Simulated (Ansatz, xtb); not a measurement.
**Two isomers of CH7SbSn**

Structure a: `[CH3][SbH][SnH3]`, a singlet. Structure b: `[CH3][SnH2][SbH2]`, a singlet. Both are isolated molecules in the gas phase, relaxed with B3LYP-D3(BJ)/def2-SVP; the shapes shown needn't be the lowest conformers.

a (Å):

```tsv
atom	x (Å)	y (Å)	z (Å)
C	-1.8824	-0.9646	-1.2412
Sb	-0.3368	-0.0095	-2.4950
Sn	-0.7529	2.5417	-1.3401
H	-1.4799	-1.0925	-0.2264
H	-2.7956	-0.3571	-1.2037
H	-2.1108	-1.9529	-1.6642
H	-1.4513	0.3806	-3.7555
H	-2.4309	2.8242	-1.0540
H	0.0648	2.6463	0.1753
H	-0.1503	3.7988	-2.3534
```

b (Å):

```yaml
atoms:
  - { symbol: C, position_ang: [-2.0757, -0.8498, -1.2600] }
  - { symbol: Sb, position_ang: [-0.7840, 2.9314, -0.3019] }
  - { symbol: Sn, position_ang: [-1.5365, 1.0105, -2.2516] }
  - { symbol: H, position_ang: [-1.2070, -1.2451, -0.7147] }
  - { symbol: H, position_ang: [-2.8963, -0.6690, -0.5512] }
  - { symbol: H, position_ang: [-2.4001, -1.5884, -2.0073] }
  - { symbol: H, position_ang: [-0.2686, 0.7117, -3.3844] }
  - { symbol: H, position_ang: [-2.9062, 1.6039, -3.1217] }
  - { symbol: H, position_ang: [0.6856, 2.0731, -0.0188] }
  - { symbol: H, position_ang: [-0.0218, 3.8956, -1.5111] }
```

Energies in hartree; the thermal terms are from B3LYP-D3(BJ)/def2-SVP harmonic frequencies (ideal gas, rigid rotor, one conformer each, 400 K, 1 atm) and include the zero-point energy:

```
                              a           b
E, CCSD(T)/def2-SVP  −494.947887  −494.952852
    E, MP2/def2-SVP  −494.879324  −494.884315
  E, MP2/def2-TZVPP  −495.430051  −495.434561
  zero-point energy     0.062731     0.062415
       H(400 K) − E     0.075830     0.075680
       G(400 K) − E     0.013279     0.012539
```

Task: Correct the CCSD(T) difference for the basis set by the MP2 change, then work out ΔE, ΔE₀, ΔH and ΔG for a → b in kJ/mol (1 Eh = 2625.50 kJ/mol) and the equilibrium ratio [b]/[a].

Result: 1. Differences b − a: CCSD(T) −0.004965, MP2 in the small set −0.004991, MP2 in the large set −0.004510 Eh.
2. ΔE = −0.004965 + (−0.004510 − (−0.004991)) = −0.004484 Eh = −11.77 kJ/mol.
3. ΔE₀ = ΔE + ΔZPE = −0.004484 + (−0.000316) Eh = −12.60 kJ/mol.
4. ΔH = ΔE + (−0.000150) Eh = −12.17 kJ/mol.
5. ΔG = ΔE + (−0.000740) Eh = −13.72 kJ/mol, so ΔS = (ΔH − ΔG)/T = +3.9 J/(mol K).
6. kT = 1.2667 mEh, so K = [b]/[a] = exp(−ΔG/kT) = exp(+4.12) ≈ 62.

Structure b is favoured at this temperature. An error of 4 kJ/mol in ΔG would change K by a factor of 3.3. GFN2-xTB gave ΔE the other sign. Mirror images and further conformers aren't counted.

As drawn, b has 1 C–Sn, 1 Sb–H in place of 1 C–Sb, 1 Sn–H.

Other levels gave ΔE = +31.6 (GFN2-xTB); −13.3 (HF/STO-3G, GFN2-xTB geometries); −15.7 (r2SCAN-D4/def2-SVP, GFN2-xTB geometries); −9.0 (B3LYP-D3(BJ)/def2-SVP); −13.1 (HF/def2-SVP); −13.1 (MP2/def2-SVP); −13.0 (CCSD(T)/def2-SVP) kJ/mol. The correlated steps freeze 9 core orbitals; the filled d shell of Sb and Sn is correlated, in a basis made for valence electrons. Atoms past krypton carry core potentials in the def2 sets, without spin–orbit terms. Programs: Ansatz 0.2.0, xtb 6.7.1.
